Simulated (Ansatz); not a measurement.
CH2I (SMILES [CH2]I) moved off its minimum; all values from Ansatz (a quantum-chemistry and plane-wave program), cores frozen in correlated methods. Open shells are unrestricted. Elements past Kr take the def2 small-core potentials, without spin–orbit coupling.
(charge 0, multiplicity 2)
```xyz
4

C     -1.7760    -0.0009     0.0261
I      0.3403     0.0242    -0.0475
H     -2.3050     0.9715    -0.0269
H     -2.2986    -0.9547    -0.0703
```

Forces at B3LYP/def2-TZVPP (eV/Å):

```tsv
atom	Fx	Fy	Fz
C1	0.133	0.518	-0.112
I2	-1.074	-0.039	0.027
H3	0.570	-0.858	0.048
H4	0.371	0.379	0.037
```

Question: Give the forces (eV/Å), the total energy and the dipole at CCSD(T)/def2-TZVPPD.

Answer: 
| atom | Fx | Fy | Fz |
|---|---|---|---|
| C1 | 0.248 | 0.522 | -0.105 |
| I2 | -1.122 | -0.040 | 0.029 |
| H3 | 0.537 | -0.843 | 0.044 |
| H4 | 0.337 | 0.361 | 0.032 |
Energy -335.9845 hartree, dipole 0.75 D.
